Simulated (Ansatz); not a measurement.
The first iterations of a band of ClH + F3HSi (7 atoms, charge 0, multiplicity 1).

Theory: Ansatz, RHF/def2-SVP.

```
movable images  : 5
climbing image  : yes
spring          : 5.0 eV/Å²
optimiser       : lbfgs
start path      : through a guess of the saddle point
force threshold : 0.05 eV/Å
iteration limit : 60
end points      : relaxed
largest step    : 0.02 Å
```

Initial state:

```xyz
7
Properties=species:S:1:pos:R:3
Si 0.322 -0.013 -0.185
F 0.214 -0.082 1.399
F 1.863 0.069 -0.542
H -0.390 1.129 -0.714
F -0.232 -1.376 -0.764
Cl -3.064 0.197 1.495
H -2.123 -0.031 2.322
```

Final state:

```xyz
7
Properties=species:S:1:pos:R:3
Si -0.351 -0.265 -0.441
F -0.358 1.105 2.321
F 0.892 -0.880 0.329
H -0.276 1.177 -0.536
F -0.332 -0.894 -1.902
Cl -2.060 -0.915 0.469
H -0.926 0.565 2.770
```

| iteration | highest image above the first end (eV) | largest band force component (eV/Å) |
| --- | --- | --- |
| 1 | 3.964 | 8.891 |
| 2 | 3.609 | 6.454 |
| 3 | 3.459 | 4.730 |
| 4 | 3.271 | 3.507 |
| 5 | 3.101 | 2.794 |
| 6 | 2.945 | 2.301 |
| 7 | 2.802 | 1.939 |
| 8 | 2.673 | 1.796 |
| 9 | 2.560 | 1.726 |
| 10 | 2.463 | 1.679 |
| 11 | 2.382 | 1.632 |
| 12 | 2.312 | 1.562 |
| 13 | 2.252 | 1.491 |
| 14 | 2.203 | 1.420 |
| 15 | 2.167 | 1.303 |
| 16 | 2.139 | 1.250 |
| 17 | 2.120 | 1.124 |
| 18 | 2.110 | 1.072 |
| 19 | 2.107 | 0.965 |
| 20 | 2.110 | 0.832 |

**Question.** Does the band converge within its limit, and where does its top end?

**Answer.** The run ended unconverged. It ended after 60 iterations with the highest image 2.280 eV above the first end. The band didn't meet its force threshold, so its energies are provisional: the largest band force was still 0.23 eV/Å, and over the last iterations the top stayed at 2.28 eV. The orbitals stay closed-shell, which can raise the energy where a bond breaks towards radicals; this wasn't checked here.

Run time: 6.3 min on 1 thread of Arm Neoverse V1, with other jobs on the host, peak memory 0.16 GiB.
